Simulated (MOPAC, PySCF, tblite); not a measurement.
Scan of F₂Ge, singlet: symmetric bend, bond length relaxed. Scanned: F-Ge-F angle. Other coordinates (Ge-F bond length) were minimised at PBE0/def2-TZVP. Each profile is relative to its own lowest point.

```
a / °     A     B      C
-----  ----  ----  -----
180    85.1  98.6  176.6
170    80.1  95.2  170.3
160    66.2  86.0  152.6
150    48.0  72.4  126.1
140    29.7  56.5   94.6
130    14.0  40.2   62.4
120     3.5  24.4   33.4
110     0.0  10.8   11.3
100     6.4   1.5    0.0
90     27.1   0.0    4.5
80     61.4  12.6   33.2
```

Energies in kJ/mol.

Q: Which curve belongs to which method? The methods are tblite 0.5.0 with GFN2-xTB, 300 K electronic temperature; PBE0/cc-pVTZ run with PySCF 2.14.0; PM3, restricted, heats of formation (MOPAC).

A: A is PM3; B is GFN2-xTB; C is PBE0.
